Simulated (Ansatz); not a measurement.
Molecule: C$_{2}$H$_{7}$Si (charge 0, doublet). It need not be the lowest isomer of its formula. 
Geometry from a B3LYP-D3(BJ)/def2-TZVP (Ansatz, a quantum-chemistry and plane-wave program) optimisation:
SMILES: CC[SiH2]
```xyz
10

C     -1.5047    -0.6675    -0.3072
C     -0.6468     0.5680     0.0106
Si     1.1911     0.1706     0.1835
H     -1.1975    -1.1339    -1.2450
H     -1.4218    -1.4213     0.4779
H     -2.5602    -0.3992    -0.3998
H     -0.7649     1.3213    -0.7731
H     -0.9876     1.0359     0.9381
H      1.7371    -0.3998    -1.0789
H      1.4285    -0.7952     1.2917
```
Charge 0, spin multiplicity 2.

Atomisation energy built up term by term with Ansatz (kcal/mol; UHF references for open shells; valence terms freeze the core; atomic spin-orbit terms are left out). Basis-set limits of correlation are two-point, X^-3; Hartree-Fock from the larger set.

```csv
term,basis,kcal/mol
Hartree-Fock,aug-cc-pV(Q+d)Z,?
CCSD correlation,"CBS(aug-cc-pV(T+d)Z,aug-cc-pV(Q+d)Z)",?
(T),"CBS(aug-cc-pV(T+d)Z,aug-cc-pV(Q+d)Z)",8.59
core correlation,cc-pwCVTZ,2.04
scalar relativity (X2C),cc-pVTZ-DK against cc-pVTZ,-0.96
sum: De,,?
```

### Question
Complete the blanks.

### Answer

- Hartree-Fock, kcal/mol: 634.03
- CCSD correlation, kcal/mol: 180.01
- sum: De, kcal/mol: 823.7
